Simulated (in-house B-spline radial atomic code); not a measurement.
A run on an ion of nuclear charge 65 with 65.2 electrons that did not converge. Method: scalar-relativistic (X2C) LDA exchange-only, spin-polarised, spherical fractional occupations, Fermi nucleus of rms radius 5.06 fm; computed with an all-electron radial atomic-structure program (B-spline basis).

Command:
```bash
python run_scf.py task.json out
```
Settings (nuclear radius in fm, mass in u):
```
Z                65
configuration    [Xe] 4f9.2 6s2
hamiltonian      x2c
method           lda,
spin_polarised   True
nucleus          fermi
rms_radius       5.06
atomic_mass      158.92535
speed_of_light   137.035999084
```

First and last ten iterations of the last attempt (damped for 15 steps, keeping 80 % of the old Fock matrix, then DIIS):
```
 iter        energy (Eh)    residual
    1      -11649.466410    7.07e-01
    2      -11650.688333    1.31e+00
    3      -11672.210804    8.14e-01
    4      -11683.667802    4.93e-01
    5      -11689.282713    3.05e-01
    6      -11691.796726    1.98e-01
    7      -11692.831817    1.21e-01
    8      -11693.241413    7.39e-02
    9      -11693.412859    5.22e-02
   10      -11693.494997    3.92e-02
  111      -11691.540838    1.33e-01
  112      -11691.500524    1.35e-01
  113      -11691.486889    1.35e-01
  114      -11691.491241    1.35e-01
  115      -11691.494178    1.35e-01
  116      -11691.484900    1.35e-01
  117      -11691.486892    1.36e-01
  118      -11693.551242    2.44e-02
  119      -11693.550201    2.47e-02
  120      -11691.549284    1.33e-01
 not converged after 120 iterations
```

The smallest residual met was 9.9e-03; the threshold is about 6e-07. No energy from this run should be used. The likely cause: this method binds the added charge weakly or not at all at the basis-set limit, so charge moves back and forth between the atom and the box. Run time, properties included: 2.5 s on 1 thread of Arm Neoverse V2, with other jobs on the host.
